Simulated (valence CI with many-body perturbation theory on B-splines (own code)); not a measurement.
Valence orbitals of Lu LXVII

Calculated by valence CI with perturbative core correlation (CI+MBPT): three valence electrons over a frozen Dirac-Fock core [He], radial functions for each j: 11 s, 11 p, 9 d, 7 f, 5 g, 2 h, 1 i, with the one-electron correlation potential Σ1, the two-electron term Σ2, the three-electron term Σ3, Breit, model QED; selected CI, second order for the rest (own B-spline code, finite nucleus).

The last digits are not significant, and no measured levels were compared; by estimate large intervals hold to a few tenths of a per cent, small ones and those within an open d or f shell to about a per cent.

These are the spectroscopic orbitals of the CI (the correlating ones are not listed), shaped by the core and the other valence electrons. h is the expectation value of the core's Dirac-Fock operator, without the valence repulsion; Σ1 is computed up to l = 3 at one energy for each symmetry, that of its lowest orbital but kept below the first core excitation, so for empty shells it is not the orbital's own correlation shift; Breit and QED include the response of the core.

| Orbital | h (hartree) | Σ1 (cm⁻¹) | Breit (cm⁻¹) | QED (cm⁻¹) | ⟨r⟩ (bohr) |
| --- | --- | --- | --- | --- | --- |
| 2s1/2 | -659.91 | -1517 | 110854 | 134775 | 0.07803 |
| 3s1/2 | -286.49 | -384 | 30805 | 39110 | 0.1819 |
| 4s1/2 | -158.56 | -151 | 12201 | 16018 | 0.3312 |
| 5s1/2 | -100.36 | -74.9 | 6093 | 8058 | 0.5249 |
| 2p1/2 | -653.17 | -4309 | 223184 | 5236 | 0.06428 |
| 3p1/2 | -284.61 | -995 | 59482 | 926 | 0.1691 |
| 4p1/2 | -157.8 | -385 | 23515 | 341 | 0.3190 |
| 5p1/2 | -99.982 | -189 | 11698 | 165 | 0.5135 |
| 2p3/2 | -606.76 | -2659 | 74852 | 18223 | 0.07115 |
| 3p3/2 | -270.81 | -616 | 20880 | 4828 | 0.1789 |
| 4p3/2 | -152.02 | -240 | 10139 | 1961 | 0.3320 |
| 5p3/2 | -97.041 | -118 | 5113 | 986 | 0.5295 |
| 3d3/2 | -270.18 | -292 | 2223 | -261 | 0.1505 |
| 4d3/2 | -151.75 | -126 | 1225 | -33.4 | 0.3041 |
| 5d3/2 | -96.908 | -65.4 | 604 | -1.8 | 0.5022 |
| 3d5/2 | -266.28 | -247 | 721 | 1540 | 0.1538 |
| 4d5/2 | -150.1 | -106 | 398 | 720 | 0.3081 |
| 5d5/2 | -96.06 | -54.8 | 187 | 383 | 0.5071 |
| 4f5/2 | -150.06 | -23.5 | 13.6 | -200 | 0.2644 |
| 5f5/2 | -96.04 | -13.4 | 11.2 | -97.0 | 0.4637 |
| 4f7/2 | -149.26 | -22.0 | 4.0 | 186 | 0.2666 |
| 5f7/2 | -95.63 | -12.4 | 3.3 | 102 | 0.4663 |
| 5g7/2 | -95.625 |  | 0.1 | -65.4 | 0.4069 |
| 5g9/2 | -95.382 |  | 0.0 | 52.5 | 0.4086 |

Among the shells of the start configuration 2s2 2p1, Σ1 is largest in size for 2p1/2, where it is 0.0030 % of h.

Lowest root of each symmetry, sizes in configuration state functions:

| J | Parity | Roots | Reference | Variational | Second order | Change by selected CI (cm⁻¹) | Change by second order (cm⁻¹) |
| --- | --- | --- | --- | --- | --- | --- | --- |
| 1/2 | even | 16 | 50 | 9873 | 3204 | -14404 | 0 |
| 3/2 | even | 19 | 70 | 15455 | 7909 | -8028 | 0 |
| 5/2 | even | 14 | 66 | 16533 | 12241 | -11434 | -1 |
| 7/2 | even | 5 | 41 | 11773 | 22094 | -6378 | -5 |
| 9/2 | even | 2 | 23 | 6960 | 10163 | -12340 | -2 |
| 1/2 | odd | 15 | 48 | 9567 | 5728 | -12713 | 0 |
| 3/2 | odd | 21 | 72 | 15568 | 6570 | -11198 | 0 |
| 5/2 | odd | 13 | 62 | 16534 | 12140 | -16128 | -1 |
| 7/2 | odd | 6 | 43 | 12259 | 13167 | -11415 | -2 |
| 9/2 | odd | 2 | 20 | 7185 | 7885 | -6593 | -3 |
